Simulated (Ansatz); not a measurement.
Frontier orbitals of C3H2F6, SMILES `FCC(F)(F)C(F)(F)F`.

Charge 0, multiplicity 1. Geometry: relaxed with PBE0-D4/def2-TZVP. It is one conformer, not always the lowest. Basis def2-TZVPP, Ansatz.

Wavefunction ionisation energies are left out: the UHF cation lies over 0.3 eV above the hybrids' and is likely on a second state.

Orbital energies of one run (eV). Highest occupied ones, from the top: -8.26, -8.76, -9.51, -10.00, -10.18, -10.41, -10.59, -10.81, -11.02, -11.62, -11.74, -11.84, -12.57, -12.83. Empty: -0.10, 0.74, 0.90, 1.92, 2.15, 2.95.

Which functional gave them?
A. revPBE
B. ωB97M-V
C. r2SCAN0
D. B97M-V

A. HOMO energies: revPBE -8.26, ωB97M-V -12.61, r2SCAN0 -10.48, B97M-V -8.96 eV.
